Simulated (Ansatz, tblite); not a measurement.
Spin states of Hg₃ (the lowest singlet isomer of a short search), each relaxed with r2SCAN/def2-TZVP in Ansatz. Electronic energies in the gas phase.

In the def2 sets Hg takes a core potential; there is no spin–orbit coupling. The xTB rows come from tblite. Correlated methods freeze no core orbitals; core or outer-core shells of Hg are correlated, in sets that lack core-valence functions. HOMO above LUMO, or a gap near zero within one spin, warns that the state may not be the lowest or that an electron is smeared out. The structure comes from a short search, and lower isomers may exist.

Singlet geometry (D3h within 0.1 Å):

```xyz
3

Hg    0.5212   -1.3254   -1.3117
Hg   -1.8755    0.3453    0.3350
Hg    1.3544    0.9801    0.9767
```

Triplet geometry (D∞h within 0.1 Å):

```xyz
3

Hg    0.737    0.611   -2.517
Hg   -0.739   -0.629    2.511
Hg    0.002    0.017    0.006
```

Quintet geometry (D3h within 0.1 Å):

| atom | x (Å) | y (Å) | z (Å) |
| --- | --- | --- | --- |
| Hg1 | 1.448 | -0.577 | -0.427 |
| Hg2 | -0.444 | 1.485 | -0.456 |
| Hg3 | -1.003 | -0.908 | 0.883 |

⟨S²⟩: triplet 2.01 at PBE0/def2-TZVP (pure 2.00), quintet 6.01 at PBE0/def2-TZVP (pure 6.00).

Run but left out: B97M-V/def2-TZVP (triplet: an occupied level 0.15 eV above an empty one); GFN2-xTB (tight binding far off the other levels).

Only these spin states were relaxed. The triplet has other bonds than the singlet, so the gap mixes isomer and spin. The quintet has other bonds than the singlet, so the gap mixes isomer and spin.

Q: Estimate which spin state lies lowest at each of these levels, and by how much: GFN1-xTB; revPBE/def2-TZVP; r2SCAN/def2-TZVP; PBE0/def2-TZVP; BHLYP/def2-TZVP; CAM-B3LYP/def2-TZVP; B2PLYP/def2-TZVP; RPA@PBE/def2-TZVP.

A: 
```json
{"level": "GFN1-xTB", "triplet − singlet (kcal/mol)": "100.9", "quintet − singlet (kcal/mol)": "281.9", "lowest of these": "singlet", "remarks": "–"}
{"level": "revPBE/def2-TZVP", "triplet − singlet (kcal/mol)": "78.7", "quintet − singlet (kcal/mol)": "174.5", "lowest of these": "singlet", "remarks": "gap within one spin near zero (triplet)"}
{"level": "r2SCAN/def2-TZVP", "triplet − singlet (kcal/mol)": "74.0", "quintet − singlet (kcal/mol)": "164.3", "lowest of these": "singlet", "remarks": "–"}
{"level": "PBE0/def2-TZVP", "triplet − singlet (kcal/mol)": "74.4", "quintet − singlet (kcal/mol)": "163.5", "lowest of these": "singlet", "remarks": "–"}
{"level": "BHLYP/def2-TZVP", "triplet − singlet (kcal/mol)": "76.6", "quintet − singlet (kcal/mol)": "166.0", "lowest of these": "singlet", "remarks": "–"}
{"level": "CAM-B3LYP/def2-TZVP", "triplet − singlet (kcal/mol)": "78.1", "quintet − singlet (kcal/mol)": "169.8", "lowest of these": "singlet", "remarks": "–"}
{"level": "B2PLYP/def2-TZVP", "triplet − singlet (kcal/mol)": "81.2", "quintet − singlet (kcal/mol)": "175.1", "lowest of these": "singlet", "remarks": "–"}
{"level": "RPA@PBE/def2-TZVP", "triplet − singlet (kcal/mol)": "85.1", "quintet − singlet (kcal/mol)": "177.2", "lowest of these": "singlet", "remarks": "–"}
```

The xTB methods have no term that favours high spin, so they put low spin too low.
